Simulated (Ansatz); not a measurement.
CH5NOSSi can be A, `OC(=S)N[SiH3]`, or B, `C=N[SiH](O)S`.

Program: Ansatz. Geometries: PBE0-D4/def2-TZVP. ΔE: electronic, gas phase. CCSD(T)/CBS is the MP2 limit (def2-TZVPP, def2-QZVPP) plus CCSD(T) − MP2 in def2-TZVPP, frozen cores. Functionals use def2-TZVPP. B3LYP here is the variant with VWN-RPA as its local correlation; programs differ in this. Each species was taken in one conformer, which may not be the lowest.

Task: Which is lower in electronic energy at CCSD(T)/CBS, and by how much? (Best estimate.)

Result: The calculation gave: B, by 134.3 kJ/mol.

Task: Give E(B) − E(A) in kJ/mol with B2PLYP, B3LYP, PBE0-D4, ωB97M-V, HF/def2-TZVPP, CCSD/def2-TZVPP, r2SCAN-D4. (An estimate is asked.)

Result: Computed: B2PLYP -126.2, B3LYP -122.6, PBE0-D4 -108.8, ωB97M-V -123.6, HF/def2-TZVPP -140.9, CCSD/def2-TZVPP -136.4, r2SCAN-D4 -112.1. None reverses the order clearly.

Largest T1 diagnostic: 0.015.

In def2-TZVPP, CCSD(T) changes the Hartree–Fock value by +9.8 kJ/mol (the triples alone add +5.3 kJ/mol) and MP2 by +11.3 kJ/mol. From PBE to PBE0 (25 % exact exchange), in def2-TZVPP and without D4, E(B) − E(A) moves by −6.5 kJ/mol.
